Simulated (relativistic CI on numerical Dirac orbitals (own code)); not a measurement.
**Transition arrays of Kr11+**

These numbers are calculated, not measured: Dirac-Coulomb-Breit CI, separate exchange-only KLI orbitals for each configuration, model QED, valence Slater integrals scaled by 0.9, whole transition arrays (own radial code, finite nucleus).

CI space (outside the closed core [Ne] 3s2): 3p6.3d7, 3p6.3d6.4f, 3p5.3d8, 3p6.3d6.4p, 3p6.3d6.5f. Levels of other configurations are missing.

All E1 lines from the levels of 3p6.3d7; mean and standard deviation are weighted by gf, and upper levels are sorted by their leading configuration.

| Upper configuration | Lines | Σgf | Mean (eV) | Mean (nm) | σ (eV) | Strongest line (nm) |
| --- | --- | --- | --- | --- | --- | --- |
| 3p6.3d6.4f | 2825 | 339.0 | 228.46 | 5.427 | 3.79 | 5.465 |
| 3p5.3d8 | 466 | 95.5 | 128.75 | 9.630 | 7.93 | 8.947 |
| 3p6.3d6.4p | 1718 | 42.3 | 157.88 | 7.853 | 3.59 | 7.921 |
| 3p6.3d6.5f | 2825 | 209.6 | 273.05 | 4.541 | 4.15 | 4.511 |

Σgf per state of the lower configuration in bins of 0.2 nm over the central range (centre: value): 4.5: 1.35, 4.7: 0.36, 5.1: 0.02, 5.3: 1.27, 5.5: 1.41, 5.7: 0.13, 7.5: 0.02, 7.7: 0.10, 7.9: 0.16, 8.1: 0.06, 8.9: 0.13, 9.1: 0.12, 9.3: 0.06, 9.5: 0.07, 9.7: 0.08, 9.9: 0.09, 10.1: 0.06, 10.3: 0.09.

(1) How do configuration mixing and the scaling of the Slater integrals move the arrays?

Answers

(1) Slater scale 0.9, no configuration mixing: 3p6.3d6.4f 228.6 ± 3.8 eV (Σgf 357.8), 3p5.3d8 129.4 ± 8.2 eV (Σgf 107.9), 3p6.3d6.4p 158.1 ± 3.6 eV (Σgf 47.5), 3p6.3d6.5f 272.9 ± 4.2 eV (Σgf 153.2); Slater scale 1: 3p6.3d6.4f 228.9 ± 4.2 eV (Σgf 341.1), 3p5.3d8 129.3 ± 8.6 eV (Σgf 94.4), 3p6.3d6.4p 157.9 ± 4.0 eV (Σgf 41.8), 3p6.3d6.5f 273.3 ± 4.6 eV (Σgf 211.9); Slater scale 0.8: 3p6.3d6.4f 228.0 ± 3.4 eV (Σgf 336.9), 3p5.3d8 128.2 ± 7.3 eV (Σgf 96.4), 3p6.3d6.4p 157.8 ± 3.2 eV (Σgf 42.8), 3p6.3d6.5f 272.8 ± 3.7 eV (Σgf 207.5). With mixing, levels are counted to their leading configuration, so an array can shrink or vanish into another, and the sums then hold other lines.
